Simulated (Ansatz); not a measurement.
```yaml
crystal:
  periodic: [false, false, false]
  atoms:
    - {symbol: C, position_ang: [-0.664512, -0.237911, 0.425258]}
    - {symbol: V, position_ang: [0.749621, 0.035954, -0.457890]}
    - {symbol: O, position_ang: [1.857528, -0.818110, 0.247051]}
    - {symbol: F, position_ang: [0.604222, -0.656690, -2.173500]}
    - {symbol: Cl, position_ang: [1.155144, 2.118860, -0.142205]}
    - {symbol: H, position_ang: [-1.322463, -1.256254, 0.402020]}
    - {symbol: H, position_ang: [-0.498163, 0.244641, 1.651901]}
    - {symbol: H, position_ang: [-1.678494, 0.526537, 0.016141]}
basis:
  gaussian: {orbitals: cc-pVDZ, final_grid: {core_spheres: 8, valence_spheres: 7, degree: 23}, point_charges: [{charge: 0.50, position_ang: [6.172, 0.384, -0.109]}]}
hamiltonian: {xc: {name: wB97X-D}}
accuracy: high
output: {forces: true}
```

```sh
$ ansatz run in.yaml --threads 4 --pin off --events-out ev --progress --plain --max-ram 10444MiB
```

**Question.** How does Ansatz answer? (Best estimate.)

**Answer.** The calculation gave: The input was rejected before any iteration.
```
Error: YAML parse error: error: line 14 column 19: hamiltonian.xc: no functional is named "wB97X-D"; the names, which are not case-sensitive, are SVWN5, SPW92, PBE, PBE0, PBEsol, revPBE, revPBE0, RPBE, rPW86-PBE, HSE06, wPBEh, LC-wPBE, HISS, HF, BLYP, B3LYP, B3LYP5, BHLYP, CAM-B3LYP, r2SCAN, r2SCANh, r2SCAN0, r2SCAN50, m-r2SCAN, B97, wB97, wB97X, wB97X-V, B97M-V, wB97M-V, B2PLYP, B2GP-PLYP, PBE0-DH, PBE-QIDH
12 | basis:
13 |   gaussian: {orbitals: cc-pVDZ, final_grid: {core_spheres: 8, valence_spheres: 7, d…
14 | hamiltonian: {xc: {name: wB97X-D}}
15 | accuracy: high
16 | output: {forces: true}
```

HSE06 is defined as in plane-wave codes.
